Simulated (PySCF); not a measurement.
What went wrong, or what changed?

The sound run of [Eu(O2)2]− (singlet in the valence; each metal's 4f electrons, 6 of them, lie in its core potential, out of spins and levels) uses PySCF 2.14.0, RKS TPSS, Eu lcecp-1-SVP with ECP52, O def2-SVP; non-relativistic Hamiltonian with scalar-relativistic core potentials where named; density fitting; no spin-orbit coupling, grid (50, 194), threshold 1e-8 and 55 cycles at the relaxed geometry. This run, with dm0 from free metal ions and neutral atoms, differs:

```python
mol = gto.M(atom='''
Eu     0.00000    -0.00000     0.00000
O      0.54188     0.54188     2.04077
O     -0.54188    -0.54188     2.04077
O      0.54188    -0.54188    -2.04077
O     -0.54188     0.54188    -2.04077''',
    basis={'Eu': 'lcecp-1-SVP', 'O': 'def2-SVP'},
    ecp={'Eu': 'lcecp-1-SVP'},
    charge=-1, spin=0)
mf = dft.RKS(mol, xc='TPSS')
mf.grids.atom_grid = (10, 14)  # f atoms: unpruned
mf = mf.density_fit()  # fitting sets: Eu AutoAux, O def2-universal-JKFIT
mf.conv_tol = 1e-08; mf.max_cycle = 55
mf.kernel(dm0)
mf.nuc_grad_method().kernel()
```

Question: What was changed, and how did it end?

Answer: The integration grid was changed. It converged in 11 cycles, -1.557 eV from the sound run, largest force component 2.39 eV/Å. These settings are unsound on purpose: the numbers aren't the compound's.
```
init E= -345.894532154449
cycle= 1 E= -332.948705162476  delta_E= 12.9  |g|= 3.44  |ddm|= 4.31
cycle= 2 E= -319.604290112887  delta_E= 13.3  |g|= 6.38  |ddm|= 7.26
cycle= 3 E= -335.998858924004  delta_E= -16.4  |g|= 0.437  |ddm|= 5.73
cycle= 4 E= -336.04606173772  delta_E= -0.0472  |g|= 0.223  |ddm|= 1.11
cycle= 5 E= -336.05882387082  delta_E= -0.0128  |g|= 0.0939  |ddm|= 0.453
...
cycle= 9 E= -336.061439977191  delta_E= -7.61e-07  |g|= 0.000561  |ddm|= 0.00143
cycle= 10 E= -336.061440068004  delta_E= -9.08e-08  |g|= 4.67e-05  |ddm|= 0.000636
cycle= 11 E= -336.061440068494  delta_E= -4.9e-10  |g|= 1.42e-05  |ddm|= 2.94e-05
Extra cycle  E= -336.061440068069  delta_E= 4.25e-10  |g|= 4.3e-05  |ddm|= 5.69e-05
converged SCF energy = -336.061440068069
```

Run from Python with OMP_NUM_THREADS=2; the lines above give its settings. Where DIIS fails, smearing, a level shift and second-order steps follow.
It took 2.9 s on 2 threads of Arm Neoverse V1, with other jobs on the host.

No frequency check is given that shows the relaxed geometry to be a minimum. An lcecp potential fixes the number of 4f electrons, so in runs with it no electron can move into or out of that shell.
